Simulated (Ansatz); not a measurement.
Species: H$_{3}$BO$_{3}$, SMILES `OB(O)O` (charge 0, multiplicity 1).

Task: Give a relaxed geometry from B3LYP-D3(BJ)/def2-TZVP in Ansatz (a quantum-chemistry and plane-wave program).

Result: This is not unique; one that fits is the end point of this relaxation, one of several conformers (outside a Z-matrix the atoms follow the SMILES, hydrogens last).
Z-matrix (Å, degrees):
```
B
O 1 1.3695
H 2 0.9620 1 112.78
O 1 1.3695 2 120.00 3 0.00
H 4 0.9620 1 112.78 2 -180.00
O 1 1.3695 2 120.00 3 -180.00
H 6 0.9620 1 112.78 2 0.00
```
